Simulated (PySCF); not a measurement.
Isomers of C4H7FO2. Method used: PySCF 2.14.0, density-fitted response routines, TDDFT wB97X-D/def2-SVPD, vertical, gas phase, core orbitals frozen in the response. Geometries: GFN2-xTB; one conformer of each isolated species. Triplets are in the Tamm–Dancoff approximation.

A. `C(COC)C(=O)F`
B. `F[C@H]1COCCO1`
C. `C([C@H](CO)F)C=O`

Lowest singlet levels (six at most, fewer where fewer were computed) with oscillator strengths:

1. 4.44 eV (f 0.000); 7.30 eV (f 0.003); 7.72 eV (f 0.010); 7.77 eV (f 0.020); 8.12 eV (f 0.014); 8.48 eV (f 0.093); T1 3.88 eV
2. 6.20 eV (f 0.001); 7.09 eV (f 0.004); 7.60 eV (f 0.027); 8.48 eV (f 0.005); 8.51 eV (f 0.001); 8.69 eV (f 0.033); T1 5.65 eV
3. 7.50 eV (f 0.013); 8.23 eV (f 0.010); 8.33 eV (f 0.077); 8.45 eV (f 0.007); 8.65 eV (f 0.034); 8.99 eV (f 0.009); T1 7.31 eV

Question: Match each spectrum to its molecule.

Answer: 1 = C, 2 = A, 3 = B.
- A: S1 at 6.20 eV, HOMO-1→LUMO (94%); Löwdin shares by element: HOMO oxygen 60% or more, carbon 20% or more, hydrogen 5% or more (atoms not listed hold the other 15%); LUMO carbon 49% or more, oxygen 31% or more, fluorine 9%; HOMO -9.79 and LUMO 1.37 eV.
- B: S1 at 7.50 eV, HOMO→LUMO (79%), HOMO→LUMO+4 (8%); Löwdin shares by element: HOMO oxygen 55%, carbon 18% or more (atoms not listed hold the other 27%); LUMO carbon 44% (atoms not listed hold the other 56%); HOMO -9.43 and LUMO 2.26 eV.
- C: S1 at 4.44 eV, HOMO→LUMO (98%); S1 has the pattern of n→π* at C=O; HOMO -9.82 and LUMO 0.87 eV.
